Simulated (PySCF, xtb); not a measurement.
C₂H₆F₂Si, SMILES C[Si@H](F)CF. The values are those of a single conformer.

Harmonic wavenumbers (cm⁻¹) from GFN2-xTB in xtb at its own minimum, in rising order: 19, 104, 142, 186, 213, 299, 604, 630, 683, 735, 758, 803, 835, 858, 1030, 1207, 1287, 1376, 1440, 1470, 1477, 2351, 2953, 2962, 3027, 3050, 3053.

Task: What does PySCF with PBE0-D3(BJ)/def2-SVP give at its own minimum? (The exact figures need the calculation; the answer reports its results.)

Result: 81, 134, 146, 219, 253, 326, 615, 668, 711, 767, 787, 849, 884, 948, 1109, 1249, 1271, 1318, 1423, 1428, 1448, 2264, 3033, 3059, 3093, 3164, 3169. Paired by order, the mean absolute difference is 50 cm⁻¹ and the zero-point energies are 48.0 and 49.2 kcal/mol.
